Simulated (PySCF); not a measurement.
**C₆ coefficients of unlike pairs at PBE0**

Calculated with PySCF 2.14 from the dipole response of each species, C₆(A,B) = (3/π) ∫ α_A(iu) α_B(iu) du, in atomic units, from isotropic polarisabilities. For ions this is the dispersion term alone; charge-induced terms of lower order in 1/R come first.

```tsv
species	configuration	basis	relativity	α (bohr³)	C₆ (like pair)
V²⁺	[Ar] 3d3 (4F)	x2c-TZVPPall with one added diffuse shell each of s, p, d, f type (7s6p5d3f1g)	spin-free X2C	4.581	13.67
Ga³⁺	[Ar] 3d10 (1S)	aug-cc-pV5Z-PP with ECP10MDF (8s7p6d4f3g2h)	core potential	1.218	2.115
Ba²⁺	[Xe] (1S)	aug-cc-pVQZ-X2C (10s9p7d4f2g)	spin-free X2C	10.38	73.80
Fe	[Ar] 3d6 4s2 (5D)	aug-cc-pVQZ-DK (9s8p6d4f3g2h)	spin-free X2C	64.49	584.1
```

Estimate C₆ for Fe with Ga³⁺.

The integral gives 22.39. The combination rule 2 C_A C_B / (C_A α_B/α_A + C_B α_A/α_B) gives 20.09 and the geometric mean 35.15.

No spin-orbit coupling is included.

The other pairs:

| pair | C₆ |
| --- | --- |
| Ga³⁺, V²⁺ | 5.178 |
| Fe, V²⁺ | 70.81 |
| Ba²⁺, Ga³⁺ | 11.71 |
| Fe, Ba²⁺ | 166.3 |
| Ba²⁺, V²⁺ | 31.58 |
